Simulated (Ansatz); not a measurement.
One change: `C=C[SiH](F)O[SiH3]` becomes `C=C[SiH](F)Br`.

Ansatz, PBE0-D4/def2-TZVP geometries, multiplicity 1. Each molecule was computed in one conformer, which needn't be the lowest.

Scalar relativity is left out up to krypton.

| property | `C=C[SiH](F)O[SiH3]` |
| --- | --- |
| ideal-gas entropy at 298 K and 1 bar (rigid rotor, harmonic PBE0-D4/def2-TZVP) / J/(mol·K) | 408 |
| size of the dipole moment (PBE/def2-TZVPP) / D | 1.49 |
| HOMO energy (PBE0/def2-TZVPP) / eV | -8.35 |
| LUMO energy (B3LYP/def2-TZVPP) / eV | -1.03 |
| LUMO energy (PBE0/def2-TZVPP) / eV | -0.81 |
| LUMO energy (ωB97M-V/def2-TZVPP) / eV | 1.27 |

**Question.** Give the same properties after the change, and the shifts. (An estimate is asked.)

**Answer.** Ansatz gave: 
```json
{"property": "ideal-gas entropy at 298 K and 1 bar (rigid rotor, harmonic PBE0-D4/def2-TZVP) / J/(mol·K)", "`C=C[SiH](F)Br`": "352", "shift": "-56"}
{"property": "size of the dipole moment (PBE/def2-TZVPP) / D", "`C=C[SiH](F)Br`": "2.25", "shift": "0.76"}
{"property": "HOMO energy (PBE0/def2-TZVPP) / eV", "`C=C[SiH](F)Br`": "-8.41", "shift": "-0.06"}
{"property": "LUMO energy (B3LYP/def2-TZVPP) / eV", "`C=C[SiH](F)Br`": "-1.35", "shift": "-0.32"}
{"property": "LUMO energy (PBE0/def2-TZVPP) / eV", "`C=C[SiH](F)Br`": "-1.15", "shift": "-0.34"}
{"property": "LUMO energy (ωB97M-V/def2-TZVPP) / eV", "`C=C[SiH](F)Br`": "0.96", "shift": "-0.31"}
```

With PBE0 the HOMO falls by 0.06 eV and the LUMO falls by 0.34 eV, so the gap narrows by about 0.28 eV. PBE moves the HOMO by 0.04 eV and ωB97M-V by 0.01 eV. The zero-point energy changes by -76.4 kJ/mol with -12 modes. Dipoles are sizes alone; their direction can turn. Modes under 60 cm⁻¹, often nearly free rotors, make the harmonic entropy too high.

B3LYP here is the variant with VWN-RPA as its local correlation; programs differ in this.

Spin–orbit coupling is left out; it splits and shifts lone-pair levels of the heavy atoms by tenths of an eV.
